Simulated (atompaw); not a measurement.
**Varying the PAW (atompaw) potential for tin (Sn)**

Base potential:

Sn (Z = 50), PAW, made with atompaw 4.2.0.5 (LDA (PW92), scalar-relativistic). Core [Kr], reference 4d10 5s2 5p2. Waves: 5s (bound): rc 2.35 bohr; 5s channel at 1.8 Ry: rc 2.35 bohr; 5p (bound): rc 2.10 bohr; 5p channel at 1.2 Ry: rc 2.35 bohr; 4d (bound): rc 1.35 bohr; 4d channel at 2.1 Ry: rc 2.35 bohr. Local part: bessel scheme, radius 1.65 bohr. Core correction: smooth core density matched at 1.80 bohr. Augmentation charge: sinc compensation charge, radius 1.85 bohr; PAW radius 2.35 bohr; waves and projectors: custom rrkj vanderbiltortho.

Cutoffs, loose and tight: the cutoffs (Ry, on a coarse ladder) from which the occupation-weighted sum of valence levels, in a spherical-Bessel basis at the reference potential, stays within 10 and 1 mRy of its value at 400 Ry. They see the waves, projectors and local potential, not the compensation charge or the core. A dash means not determined.

A true bound ghost makes a file unfit for plane-wave use even where its test errors are small: the radial tests pick states by their node count and pass the ghost by.

| change | outcome | cutoff, loose | cutoff, tight | bound ghosts |
| --- | --- | --- | --- | --- |
| base | generated | 80 Ry | 140 Ry | none |
| all radii scaled by about 0.77 (s 1.80, p 1.62, d 1.04 bohr); local potential bessel scheme, radius 1.26 bohr; augmentation sinc compensation charge, radius 1.42 bohr; PAW radius 1.80 bohr; waves and projectors: custom rrkj vanderbiltortho; core correction smooth core density matched at 1.38 bohr | failed: atompaw: The overlap operator has at least one negative eigenvalue! | – | – | – |
| all radii scaled by about 0.83 (s 1.94, p 1.74, d 1.12 bohr); local potential bessel scheme, radius 1.36 bohr; augmentation sinc compensation charge, radius 1.52 bohr; PAW radius 1.94 bohr; waves and projectors: custom rrkj vanderbiltortho; core correction smooth core density matched at 1.48 bohr | generated | 100 Ry | 200 Ry | none |
| all radii scaled by about 1.04 (s 2.44, p 2.18, d 1.40 bohr); local potential bessel scheme, radius 1.72 bohr; augmentation sinc compensation charge, radius 1.92 bohr; PAW radius 2.44 bohr; waves and projectors: custom rrkj vanderbiltortho; core correction smooth core density matched at 1.86 bohr | generated | 80 Ry | 120 Ry | p |
| all radii scaled by about 1.12 (s 2.64, p 2.36, d 1.52 bohr); local potential bessel scheme, radius 1.86 bohr; augmentation sinc compensation charge, radius 2.08 bohr; PAW radius 2.64 bohr; waves and projectors: custom rrkj vanderbiltortho; core correction smooth core density matched at 2.02 bohr | failed: atompaw: The overlap operator has at least one negative eigenvalue! | – | – | – |
| all radii scaled by about 1.22 (s 2.88, p 2.56, d 1.66 bohr); local potential bessel scheme, radius 2.02 bohr; augmentation sinc compensation charge, radius 2.26 bohr; PAW radius 2.88 bohr; waves and projectors: custom rrkj vanderbiltortho; core correction smooth core density matched at 2.20 bohr | generated | 50 Ry | 80 Ry | none |
| all radii scaled by about 1.29 (s 3.04, p 2.72, d 1.74 bohr); local potential bessel scheme, radius 2.14 bohr; augmentation sinc compensation charge, radius 2.40 bohr; PAW radius 3.04 bohr; waves and projectors: custom rrkj vanderbiltortho; core correction smooth core density matched at 2.34 bohr | generated | 45 Ry | 70 Ry | none |

Problem. What comes out with this change to the base: all radii scaled by about 0.94 (s 2.22, p 1.98, d 1.28 bohr); local potential bessel scheme, radius 1.56 bohr; augmentation sinc compensation charge, radius 1.76 bohr; PAW radius 2.22 bohr; waves and projectors: custom rrkj vanderbiltortho; core correction smooth core density matched at 1.70 bohr?

Solution. outcome: generated; cutoff, loose: 90 Ry; cutoff, tight: 160 Ry; bound ghosts: none.

Problem. What comes out with this change to the base: all radii scaled by about 0.87 (s 2.04, p 1.82, d 1.18 bohr); local potential bessel scheme, radius 1.44 bohr; augmentation sinc compensation charge, radius 1.60 bohr; PAW radius 2.04 bohr; waves and projectors: custom rrkj vanderbiltortho; core correction smooth core density matched at 1.56 bohr?

Solution. outcome: generated; cutoff, loose: 100 Ry; cutoff, tight: 180 Ry; bound ghosts: none.

Problem. What comes out with this change to the base: all radii scaled by about 1.18 (s 2.78, p 2.48, d 1.60 bohr); local potential bessel scheme, radius 1.94 bohr; augmentation sinc compensation charge, radius 2.18 bohr; PAW radius 2.78 bohr; waves and projectors: custom rrkj vanderbiltortho; core correction smooth core density matched at 2.12 bohr?

Solution. outcome: generated; cutoff, loose: 55 Ry; cutoff, tight: 90 Ry; bound ghosts: none.

Reading the sweep of the scale of all radii (base = 1) (base included, trends over the rows without a ghost): The loose cutoff falls from 100 Ry at 0.83 to 45 Ry at 1.29. A larger radius leaves more room for a smooth pseudo-wave, so fewer plane waves are needed; a smaller one forces it to follow the all-electron wave where it bends sharply. Bound ghosts are found at 1.04. The generation fails at 0.77, 1.12.
